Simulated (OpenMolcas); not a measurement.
Si5H10 (SMILES [SiH2]1[SiH2][SiH2][SiH2][SiH2]1): methods side by side

The species is Si5H10 (15 atoms), meant as a singlet with charge 0. As SMILES, `[SiH2]1[SiH2][SiH2][SiH2][SiH2]1`. The coordinates come from a PBE0-D4/def2-TZVP relaxation. This is one conformer, not always the lowest.

Each level gives the vertical ionisation energy (to the doublet cation) (eV). The values are calculated.

| level | kind | program | value (eV) |
| --- | --- | --- | --- |
| HF/6-31G* (spherical functions) | Hartree–Fock | OpenMolcas | 8.90 |
| SVWN5/6-31G* (spherical functions) | LDA | OpenMolcas | 9.05 |
| revPBE/6-31G* (spherical functions) | GGA | OpenMolcas | 8.93 |
| r2SCAN/6-31G* (spherical functions) | meta-GGA | OpenMolcas | 9.14 |

The values span 8.90 to 9.14 eV.
